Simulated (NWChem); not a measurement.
# BBr₂, doublet; SMILES [B](Br)Br

```xyz
3

Br     1.6878     0.0000    -0.0505
B      0.0000     0.0000     0.8085
Br    -1.6878     0.0000    -0.0505
```
Atoms are numbered in this order, from 1.

Level: PBE-D3(BJ)/def2-SVP, spin-unrestricted (NWChem), optimised geometry, unscaled harmonic frequencies. In the optimisation the excess spin sits in a1 (C2v, its own frame). This build's default masses of Se (78.918 u) and Br (79.917 u) are each other's, which moves their modes by up to 0.6 %.

| frequency (cm⁻¹) | IR intensity (km/mol) |
|---|---|
| 171 | 0.0 |
| 550 | 10.6 |
| 845 | 310.6 |

```json
{
 "zero_point_energy": "2.2 kcal/mol",
 "thermal correction to the enthalpy at 298.15 K (with zero-point energy)": "5.1 kcal/mol",
 "heat capacity Cv": "9.6 cal/(mol K)",
 "entropy at 298.15 K and 1 atm (symmetry number 2, electronic part: spin degeneracy alone)": "70.2 cal/(mol K)",
 "dipole_moment": "0.70 D"
}
```

Rigid rotor and harmonic oscillator.
